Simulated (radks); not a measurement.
The numbers below are computed, except where a source is named.
Problem. Successive ionisation energies (eV) of one element, from differences of total energies of ions in their ground configurations, starting at charge 22: 2132.7, 2257.9, 2385.3, 2548.7, 2681.7, 2873.0, 2980.8, 12752.1, 13196.9. Code: a radial shooting solver on a logarithmic mesh with Libxc functionals. Model: Dirac Kohn-Sham, exchange-only PBE, spin-unpolarised, spherical densities, finite nucleus; open shells fill j = l - 1/2 first; Fermi nuclear charge, rms radius 3.9973 fm. Which element is it?

Solution. Gallium (Z = 31). The first species listed is Ga22+ in [He] 2s2 2p5, the last Ga30+ in 1s1.
